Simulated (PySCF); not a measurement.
19F chemical shifts

[PySCF: geometry: GFN2-xTB; σ from GIAO-PBE0/pcSseg-1; single conformer; isolated molecule; no relativistic terms; rapidly exchanging positions averaged]

Shieldings were converted by a linear fit to measured shifts: 19F: δ = 146.13 − 0.903σ +14.6 on sp3 carbon (rms 6.0 ppm, 223 shifts, 7.0 ppm with the 5 outliers that the fit left out vs CFCl3, solution or neat liquid). A few per cent of atoms miss by over 2 rms, more outside the fitted compound classes.

Problem. Give the 19F shifts of `C=C(O[SiH3])O[C@H](F)CF`, `C=C(CO[SiH3])OC(F)F`.

Solution. 
| compound | environment | δ (ppm) |
| --- | --- | --- |
| [CH2:1]=[C:2]([O:3][SiH3:4])[O:5][C@H:6]([F:7])[CH2:8][F:9] | F7: fluorine on an sp3 carbon | -136.6 |
| [CH2:1]=[C:2]([O:3][SiH3:4])[O:5][C@H:6]([F:7])[CH2:8][F:9] | F9: fluorine on an sp3 carbon | -227.5 |
| C=C(CO[SiH3])OC(F)F | fluorine of a CF2 group (×2) | -84.2 |

Problem. Order these by 19F shift, lowest first.
A. C=C(OC[SiH3])OC(F)F
B. N#C[C@@H]1[SiH2]C=C[SiH2][C@H]1F
C. C[C@H](F)CC[C@@H](C)[SiH3]
D. FC(F)CS[SiH2][SiH2][SiH3]
E. C/C=C1/[SiH2][C@@H](C(C)=S)[C@@H]1F
F. C#C[C@@]1(F)[SiH2]CC=C1[SiH2]C

Solution. B (-208.9 ppm, fluorine on an sp3 carbon), C (-184.4 ppm, fluorine on an sp3 carbon), F (-171.0 ppm, fluorine on an sp3 carbon), E (-150.7 ppm, fluorine on an sp3 carbon), D (-110.1 ppm, fluorine of a CF2 group), A (-84.9 ppm, fluorine of a CF2 group).
